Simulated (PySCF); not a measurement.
neopentane (C5H12), SMILES CC(C)(C)C.

Coordinates come from a r2SCAN-D4/def2-SVP optimisation.

Level of theory: M06-2X/def2-TZVP run with PySCF.

Symmetry labels are those of the subgroup D2 that the program uses (full group Td).

Computed valence orbital energies around the gap with their symmetry:
```
orbital  symmetry  energy (eV)
-------  --------  -----------
HOMO−7          A       -12.57
HOMO−6          A       -12.57
HOMO−5         B1       -11.47
HOMO−4         B2       -11.47
HOMO−3         B3       -11.47
HOMO−2         B3       -10.23
HOMO−1         B1       -10.23
HOMO           B2       -10.23
LUMO            A         1.55
LUMO+1         B1         3.23
LUMO+2         B2         3.23
LUMO+3         B3         3.23
```
